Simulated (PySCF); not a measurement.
Working out the ionisation energy of C⁺

C⁺ [He] 2s2 2p1 (2P) → C²⁺ [He] 2s2 (1S). Computed with PySCF 2.14 in 6-31G* (3s2p1d, 14 functions), with no relativity, point nucleus. Frozen: 1s2. Energies in hartree (1 hartree = 27.21139 eV):

| part | C⁺ (lower) | C²⁺ (upper) |
| --- | --- | --- |
| UHF | -37.286715 | -36.397259 |
| CCSD correlation | -0.066970 | -0.072123 |
| (T) | -0.000719 | 0.000000 |

Question: What does Hartree-Fock give?

Answer: (-36.397259) − (-37.286715) = 0.889456 hartree = 24.203 eV.

Question: What do CCSD and CCSD(T) give?

Answer: The CCSD correlation energies differ by -0.005153 hartree = -0.140 eV and the triples by 0.000719 hartree = 0.020 eV, so CCSD gives 24.063 eV and CCSD(T) 24.083 eV.

Measured between the centres of the two terms (NIST): 24.378 eV, so CCSD(T) (valence) is off by -0.295 eV.

The coupled-cluster amplitudes are large, so a single reference is strained.

What remains against the reference includes basis incompleteness, the frozen core and higher excitations.
